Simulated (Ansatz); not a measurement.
F2H5NSi2, SMILES F[SiH2]N[SiH2]F.

Coordinates come from a PBE-D3(BJ)/def2-SVP optimisation. This is a generated structure with no PubChem entry under its InChIKey; it may be hypothetical. One conformer was computed; it need not be the lowest.

Two levels are set side by side: PBE/def2-SVPD (Ansatz, an electronic-structure program) and CAM-B3LYP/def2-SVPD (Ansatz). Energy differences of separate SCF runs at the same geometry; the states with an electron removed or added have multiplicity 2 and 2. Differences are taken from unrounded values.

```csv
quantity,CAM-B3LYP,PBE,PBE minus CAM-B3LYP
vertical ionisation energy (eV),10.99,10.53,-0.45
vertical singlet–triplet gap (eV),7.04,6.53,-0.51
```
